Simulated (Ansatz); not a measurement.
Basis-set extrapolation for CH$_{5}$FN$_{2}$SSi (`N=C(S)N[SiH2]F`) (PBE0-D4/def2-TZVP geometry, frozen core, Ansatz). Multiplicity 1, RHF reference.

```
                      def2-TZVPP   def2-QZVPP
                 HF  -935.802830  -935.835403
    MP2 correlation    -1.113234    -1.202365
CCSD(T) correlation    -1.199734      not run
```

Energies in hartree. Use E(X) = E(∞) + A·exp(−7.88·√X) for Hartree–Fock and E(X) = E(∞) + B·X^(−2.97) for correlation, with X = 3 and 4, and add CCSD(T) minus MP2 of the smaller set to the MP2 limit.

Problem. What is the CCSD(T) energy at the basis-set limit?

Solution. HF limit: -935.835403 + (-0.032573) × 0.13774 = -935.83989. MP2 limit: -1.202365 + (-0.089131) × 0.74074 = -1.26839. Higher-order term: -1.199734 − (-1.113234) = -0.08650. Total: -937.19478 hartree, 504.7 kJ/mol below CCSD(T)/def2-TZVPP.
